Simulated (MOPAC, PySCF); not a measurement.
C3H4S, SMILES `C1=CSC1`, neutral singlet in the gas phase. 

Z-matrix (Å, degrees):
```
C
C 1 1.3354
H 2 1.0815 1 134.18
H 1 1.0822 2 131.39 3 0.04
C 1 1.4970 4 129.32 2 -179.93
H 5 1.0912 1 116.06 4 -66.11
H 5 1.0912 6 110.40 1 -134.77
S 2 1.7620 3 127.75 1 -179.94
```
Charge 0, multiplicity 1.

All levels are single points at this geometry (PBE0-D3(BJ)/def2-TZVP); Pople sets use spherical d functions. Orbital energies aren't observables, and empty levels follow the basis.

HF/6-31G* in PySCF gives HOMO (eV) = -8.50.

**Question.** Estimate the HOMO (eV) from each of these levels: B3LYP-D3(BJ)/def2-TZVP in PySCF; M06-2X/def2-TZVP in PySCF; PBE-D3(BJ)/def2-TZVP in PySCF; B3LYP/3-21G in PySCF; B3LYP/6-311+G** in PySCF; B3LYP/LANL2DZ in PySCF; M06-2X/6-31G* in PySCF; PBE/6-31G* in PySCF; SVWN5/6-31G* in PySCF; AM1 in MOPAC; PM6 in MOPAC; PM7 in MOPAC.

**Answer.** 
| level | HOMO (eV) |
|---|---|
| B3LYP-D3(BJ)/def2-TZVP in PySCF | -5.96 |
| M06-2X/def2-TZVP in PySCF | -7.32 |
| PBE-D3(BJ)/def2-TZVP in PySCF | -5.09 |
| B3LYP/3-21G in PySCF | -5.87 |
| B3LYP/6-311+G** in PySCF | -6.02 |
| B3LYP/LANL2DZ in PySCF | -5.95 |
| M06-2X/6-31G* in PySCF | -7.15 |
| PBE/6-31G* in PySCF | -4.85 |
| SVWN5/6-31G* in PySCF | -4.96 |
| AM1 in MOPAC | -8.65 |
| PM6 in MOPAC | -8.75 |
| PM7 in MOPAC | -8.69 |
